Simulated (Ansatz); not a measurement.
Ansatz (a program for electronic structure) input:

Ansatz 0.2 input:
```yaml
crystal:
  periodic: [false, false, false]
  atoms:
    - {symbol: In, position_ang: [0.04760672, 0.00975966, 0.01744347]}
    - {symbol: H, position_ang: [-0.91292311, -1.59288608, -0.36161747]}
    - {symbol: H, position_ang: [-1.41980597, 1.11466267, -0.49311259]}
basis:
  gaussian:
    orbitals: def2-SVPD
total_charge: -1
magnetization: {spin_polarized: false}
correlation: {method: ccsd_t, electrons: outside_noble_gas}
output: {forces: true}
```

Problem. Predict the final energy.

Solution. -190.43502 Eh (CCSD(T)/def2-SVPD). The basis has 48 functions.
